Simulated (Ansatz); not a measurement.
Start from `O[SiH](Br)[O][AlH2]` and change one atom or group to get `O[SiH](Cl)Br`.

Ansatz, PBE0-D4/def2-TZVP geometries, multiplicity 1. Each molecule was computed in one conformer, which needn't be the lowest.

Scalar relativity is left out up to krypton.

```json
{"property": "HOMO–LUMO gap (PBE/def2-TZVPP) / eV", "`O[SiH](Br)[O][AlH2]`": "4.93"}
{"property": "HOMO energy (PBE/def2-TZVPP) / eV", "`O[SiH](Br)[O][AlH2]`": "-7.08"}
{"property": "HOMO energy (ωB97M-V/def2-TZVPP) / eV", "`O[SiH](Br)[O][AlH2]`": "-10.68"}
{"property": "size of the dipole moment (PBE/def2-TZVPP) / D", "`O[SiH](Br)[O][AlH2]`": "1.68"}
{"property": "HOMO–LUMO gap (ωB97M-V/def2-TZVPP) / eV", "`O[SiH](Br)[O][AlH2]`": "10.90"}
{"property": "size of the dipole moment (B3LYP/def2-TZVPP) / D", "`O[SiH](Br)[O][AlH2]`": "1.72"}
```

Problem. What does the change do to each property? (An estimate is asked.)

Solution. The calculation gave: 
```json
{"property": "HOMO–LUMO gap (PBE/def2-TZVPP) / eV", "`O[SiH](Cl)Br`": "6.53", "shift": "1.60"}
{"property": "HOMO energy (PBE/def2-TZVPP) / eV", "`O[SiH](Cl)Br`": "-7.37", "shift": "-0.29"}
{"property": "HOMO energy (ωB97M-V/def2-TZVPP) / eV", "`O[SiH](Cl)Br`": "-10.93", "shift": "-0.25"}
{"property": "size of the dipole moment (PBE/def2-TZVPP) / D", "`O[SiH](Cl)Br`": "1.07", "shift": "-0.61"}
{"property": "HOMO–LUMO gap (ωB97M-V/def2-TZVPP) / eV", "`O[SiH](Cl)Br`": "12.84", "shift": "1.94"}
{"property": "size of the dipole moment (B3LYP/def2-TZVPP) / D", "`O[SiH](Cl)Br`": "1.04", "shift": "-0.68"}
```

With PBE0 the HOMO falls by 0.29 eV and the LUMO rises by 1.49 eV, so the gap widens by about 1.78 eV. PBE moves the HOMO by -0.29 eV and ωB97M-V by -0.25 eV. Dipoles are sizes alone; their direction can turn.

B3LYP here is the variant with VWN-RPA as its local correlation; programs differ in this.

Spin–orbit coupling is left out; it splits and shifts lone-pair levels of the heavy atoms by tenths of an eV.
